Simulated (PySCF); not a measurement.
Species: Sn2(OH)4.
Bonds: Sn1–O2, Sn1–O3, Sn1–O6, O3–Sn4, Sn4–O5, Sn4–O6. Hydrogens: H7 on O2; H8 on O3; H9 on O5; H10 on O6.

Computed by this run: PBE0-D3(BJ)/def2-SVP geometry optimisation, gas phase, def2 core potentials past Kr (PySCF 2.14.0); density fitting, grid level 1; the optimiser is geomeTRIC in internal coordinates, started from a GFN2-xTB structure with every atom displaced at random (about 0.03 Å).

Step 0: E = -19904.5152 eV
```
atom  x, y, z in Å  |  force x, y, z in eV/Å
Sn1    -0.6279    0.1505   -1.9912   -0.504   1.388   0.650
O2     -0.4514   -1.7961   -1.8288    0.482  -1.093   0.817
O3      1.0861    0.9421   -0.8163    2.552  -1.067   0.366
Sn4     0.3527    1.7462    1.1940   -0.806  -1.169  -0.771
O5      0.7784    0.2043    2.4211    0.219   4.317   0.567
O6     -1.5299    0.7351    0.1052    0.938  -0.102  -0.037
H7     -0.0736   -2.2045   -1.0275   -0.256   0.240  -0.464
H8      2.0722    0.6000   -0.8964   -3.103   0.993   0.218
H9      0.7408   -0.6823    2.2622   -0.260  -3.899  -0.926
H10    -2.2228    0.2280    0.5823    0.737   0.392  -0.419
```

Question: Estimate the geometry and energy of step 1. (The exact step hangs on the optimiser's Hessian estimate; all steps are aligned on step 0, rigid shifts and turns removed.)

Answer: E = -19905.0815 eV, largest force 0.984 eV/Å
```
atom  x, y, z in Å  |  force x, y, z in eV/Å
Sn1    -0.6382    0.1792   -1.9598   -0.320   0.356   0.364
O2     -0.4311   -1.7962   -1.7208    0.157  -0.110   0.243
O3      1.0614    0.9493   -0.7950    0.319  -0.231   0.359
Sn4     0.3244    1.7238    1.1695   -0.631  -0.365  -0.661
O5      0.7454    0.1717    2.3410    0.157   0.268   0.270
O6     -1.4496    0.7543    0.0813    0.896   0.176  -0.199
H7     -0.0474   -2.1655   -0.9157   -0.053   0.088  -0.037
H8      1.9767    0.6193   -0.8661   -0.527   0.147  -0.029
H9      0.7014   -0.7554    2.1158   -0.093  -0.324  -0.271
H10    -2.1182    0.2428    0.5543    0.093  -0.004  -0.039
```

The energy changes by -0.5663 eV. The first-order estimate −F·Δx gives -0.8478 eV and the mean of the old and new forces, exact on a quadratic surface, -0.5576 eV. The step makes an angle of 70° with the force vector and moves no atom by more than 0.168 Å.

The cost below is that of the whole optimisation. Time: 7.1 min wall; peak memory 0.55 GiB. Hardware: one thread, Intel Xeon Platinum 8259CL at 2.50 GHz (x86_64), on a shared host.
